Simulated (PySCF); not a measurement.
Species: C4H5NSe.
Geometry (PBE0-D3(BJ)/def2-SVP, Å), atoms numbered from 1 in this order:
```xyz
11
C4H5NSe angstrom
N     -1.7939   -0.3846    0.0749
C     -0.4774    0.0526    0.0141
C      0.6050   -0.8742   -0.1883
C      1.8504   -0.3212   -0.1669
Se     1.7892    1.5040    0.1338
C     -0.0620    1.3501    0.1940
H     -1.9965   -1.1894   -0.5056
H     -2.4888    0.3414   -0.0469
H      0.4361   -1.9434   -0.3379
H      2.7992   -0.8399   -0.2979
H     -0.6927    2.2209    0.3669
```

The closed-shell ground state was solved at several levels (PySCF, density fitting, gas phase). Relativistic effects, spin–orbit coupling among them, are left out although an element past zinc is present.

```csv
level,basis functions,total energy (Eh),HOMO (eV),LUMO (eV),gap (eV),dipole (D)
PBE/def2-SVPD,181,-2610.6693,-4.72,-1.19,3.53,1.75
LC-wPBE/def2-SVPD,181,-2610.8107,-8.23,1.67,9.90,1.79
LDA/def2-SVPD,181,-2606.0273,-4.89,-1.40,3.49,1.78
PBE0/aug-cc-pVDZ,196,-2611.1893,-5.74,-0.39,5.35,1.78
PBE0/6-31G*,112,-2610.8784,-5.43,0.09,5.52,1.99
BHandHLYP/def2-SVPD,181,-2611.1336,-6.66,0.56,7.22,1.78
B3LYP/def2-SVPD,181,-2611.3207,-5.57,-0.57,5.00,1.72
PBE0/def2-SVPD,181,-2610.7587,-5.77,-0.38,5.39,1.78
PBE0/def2-TZVP,233,-2611.2653,-5.70,-0.31,5.39,1.86
wB97X-D/def2-SVPD,181,-2611.2697,-7.52,1.31,8.83,1.76
CAM-B3LYP/def2-SVPD,181,-2611.2909,-6.98,0.66,7.64,1.73
PBE0/def2-TZVPD,287,-2611.2674,-5.75,-0.39,5.36,1.78
PBE0/def2-SVP,127,-2610.7430,-5.57,-0.14,5.43,1.85
```

Q: Estimate the row for HF/def2-SVPD, a basis of 181 functions; the other rows only guide the guess.

A: Total energy -2608.2008 Eh, HOMO -7.96 eV, LUMO 1.98 eV, gap 9.94 eV, dipole 1.98 D.

Q: Over all these levels, which gives the widest orbital gap and which the narrowest?

A: HF/def2-SVPD (Hartree–Fock, all exact exchange) has the widest, 9.94 eV, and LDA/def2-SVPD (LDA) the narrowest, 3.49 eV. The two share the basis. From the narrowest to the widest the HOMO moves by -3.07 eV and the LUMO by +3.38 eV.

Q: How much does the basis alone move the frontier levels among the 6 PBE0 rows?

A: The HOMO by 0.34 eV and the LUMO by 0.48 eV. By rising basis size (HOMO, LUMO in eV): 6-31G* -5.43, 0.09; def2-SVP -5.57, -0.14; def2-SVPD -5.77, -0.38; aug-cc-pVDZ -5.74, -0.39; def2-TZVP -5.70, -0.31; def2-TZVPD -5.75, -0.39.

Q: In the def2-SVPD basis, how does the gap go with the fixed share of exact exchange?

A: LDA (0 %) 3.49 eV; PBE (0 %) 3.53 eV; B3LYP (20 %) 5.00 eV; PBE0 (25 %) 5.39 eV; BHandHLYP (50 %) 7.22 eV; HF (100 %) 9.94 eV. Each rise in the share widens the gap here.

Q: How far do the dipole and the HOMO energy spread over the levels?

A: The dipole runs from 1.72 to 1.99 D (mean 1.81 D) and the HOMO from -8.23 to -4.72 eV.

The pairwise dispersion term of wB97X-D wasn't added to the energies; at a given geometry it leaves orbitals and properties as they are.
